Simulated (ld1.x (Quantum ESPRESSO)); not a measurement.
# tellurium, TM: configuration errors across variants

tellurium, norm-conserving Troullier–Martins (Kleinman–Bylander form), made with ld1.x (Quantum ESPRESSO) 7.5 (BP86, scalar-relativistic). Core [Kr], reference 4d10 5s2 5p4. Waves: 5s (bound): rc 1.60 bohr; 5p (bound): rc 2.10 bohr; 4d (bound): rc 1.00 bohr; 4f channel at 0.15 Ry: rc 1.65 bohr. Local part: all-electron potential smoothed inside 1.20 bohr (lloc = -2). Core correction: a·sin(br)/r model core inside 1.00 bohr.

All-electron excitation energies from the reference (eV): (1) 4d10 5s2 5p3 9.858; (2) 4d10 5s2 5p2 27.938; (3) 4d10 5s2 5p1 55.022; (4) 4d9 5s2 5p4 49.335; (5) 4d10 5s0 5p6 18.767; (6) 4d10 5s1 5p4 19.725; (7) 4d9 5s2 5p5 38.224.

2 further variants failed, have other tests or too few solved ones, and are left out.

A true bound ghost makes a file unfit for plane-wave use even where its test errors are small: the radial tests pick states by their node count and pass the ghost by.

Errors AE − PS in meV (a dash: test not solved or not reliable):

| change | (1) | (2) | (3) | (4) | (5) | (6) | (7) | bound ghosts |
| --- | --- | --- | --- | --- | --- | --- | --- | --- |
| base | +3.7 | +20 | +36 | +23 | +5.0 | +19 | -144 | s |
| wave 4f channel at 0.15 Ry: rc 1.65 bohr becomes 4f channel at 0.15 Ry: rc 1.30 bohr | +3.7 | +20 | +36 | +23 | +5.0 | +19 | -144 | s |
| wave 5s (bound): rc 1.60 bohr becomes 5s (bound): rc 1.88 bohr | +3.9 | +21 | +39 | +30 | +6.4 | +19 | -136 | s |
| all radii but the core radius scaled by about 0.93 (s 1.48, p 1.94, d 0.92, f 1.54 bohr); local potential all-electron potential smoothed inside 1.12 bohr (lloc = -2) | +9.5 | +51 | +108 | +712 | +28 | +45 | +327 | s |

Q: Give the same row for: core correction a·sin(br)/r model core inside 0.80 bohr.

A: +3.7, +20, +36, +19, +5.0, +19, -148; bound ghosts: s.
